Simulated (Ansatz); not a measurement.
Geometry optimisation, Ansatz, RKS B3LYP-D4/STO-3G.

input.yaml

```yaml
crystal:
  periodic: [false, false, false]
  atoms:
    - { symbol: B, position_ang: [-0.1461, 0.3228, -2.2755] }
    - { symbol: Si, position_ang: [0.325, -0.5234, -0.6456] }
    - { symbol: C, position_ang: [-0.3377, 0.4578, 0.8073] }
    - { symbol: C, position_ang: [0.1712, -0.1905, 2.0998] }
    - { symbol: O, position_ang: [-0.3707, -1.2901, 2.4019] }
    - { symbol: H, position_ang: [-1.3385, 0.5559, -2.5266] }
    - { symbol: H, position_ang: [0.6576, 0.7453, -3.04] }
    - { symbol: H, position_ang: [-0.2062, -1.8572, -0.6253] }
    - { symbol: H, position_ang: [1.7992, -0.589, -0.5384] }
    - { symbol: H, position_ang: [0.1282, 1.4797, 0.8018] }
    - { symbol: H, position_ang: [-1.4214, 0.5319, 0.7888] }
    - { symbol: H, position_ang: [0.8163, 0.3016, 2.7857] }
basis:
  gaussian: { orbitals: STO-3G }
hamiltonian:
  xc: b3lyp
  dispersion: d4
relax:
  f_tol: 0.015
  max_steps: 40
```

Launched with:

```bash
$ ansatz run input.yaml --threads 1 --pin off --max-ram 2048MiB --backend cpu --events-out ev --progress --plain --runs-dir out
```

Where does it end, and by what steps?

It converged. The force dipped under the threshold on the way, but the program's further checks kept it going. Limits of this set-up: minimal basis. After 37 steps the energy has fallen by 0.557 eV; H7 moved furthest, 0.79 Å.

```tsv
step	energy less start (eV)	largest force component (eV/Å)	accepted
0	0.0000	3.572	yes
2	-0.3943	2.174	yes
4	-0.5132	0.228	yes
6	-0.5409	0.119	yes
8	-0.5347	0.798	no
10	-0.5478	0.239	no
12	-0.5507	0.108	no
14	-0.5513	0.044	yes
16	-0.5519	0.093	yes
18	-0.5531	0.056	yes
20	-0.5498	0.190	no
22	-0.5543	0.084	yes
24	-0.5544	0.100	no
26	-0.5553	0.077	yes
28	-0.5558	0.057	yes
30	-0.5561	0.034	yes
32	-0.5564	0.038	yes
34	-0.5566	0.015	yes
36	-0.5564	0.068	no
37	-0.5566	0.003	yes
```

```xyz
12
Properties=species:S:1:pos:R:3
B -0.142 0.401 -2.361
Si 0.420 -0.399 -0.658
C -0.414 0.381 0.854
C 0.057 -0.286 2.174
O -0.617 -1.094 2.852
H -0.997 1.202 -2.431
H 0.373 0.082 -3.367
H 0.107 -1.814 -0.675
H 1.854 -0.281 -0.497
H -0.163 1.452 0.896
H -1.507 0.288 0.774
H 1.104 0.013 2.473
```

Time of the run: 110 s on 1 thread of Arm Neoverse V1, with other jobs on the host, peak memory 0.14 GiB.
